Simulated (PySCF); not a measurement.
ScF2, SMILES [F][Sc][F] (connectivity only; charge and spin as stated), neutral, multiplicity 2. Atoms are numbered in the order given.

```xyz
3

Sc     0.0000     0.0000     0.4434
F      0.0000    -1.5588    -0.5173
F      0.0000     1.5588    -0.5173
```
Charge 0, spin multiplicity 2.

Geometry: PBE-D3(BJ)/def2-TZVP. The multiplicity is an assumed one; other spin states were not compared. The isomer is the one that the SMILES or the coordinates give; other isomers of the formula were not compared.

Calculation: TDA-PBE0/def2-TZVPD (PySCF).

Vertical excitations. Isolated molecule, no solvent.

Computed excitation energies, oscillator strengths and character:
```
state    energy (eV)  λ (nm)      f          main pairs
-------  -----------  ------  -----  ------------------
root 1          0.58    2127  0.007  α HOMO→LUMO+1 94 %
root 2          0.73    1707  0.014    α HOMO→LUMO 94 %
root 3          1.53     810  0.000  α HOMO→LUMO+2 99 %
root 4          2.10     591  0.026  α HOMO→LUMO+3 94 %
root 5          3.16     392  0.103  α HOMO→LUMO+5 90 %
root 6          3.39     366  0.315  α HOMO→LUMO+4 93 %
root 7          4.48     277  0.056  α HOMO→LUMO+6 96 %
root 8          4.51     275  0.085  α HOMO→LUMO+7 91 %
root 9          5.48     226  0.004  α HOMO→LUMO+8 90 %
root 10         5.90     210  0.003  α HOMO→LUMO+9 95 %
```
Unrestricted roots are not spin-pure.
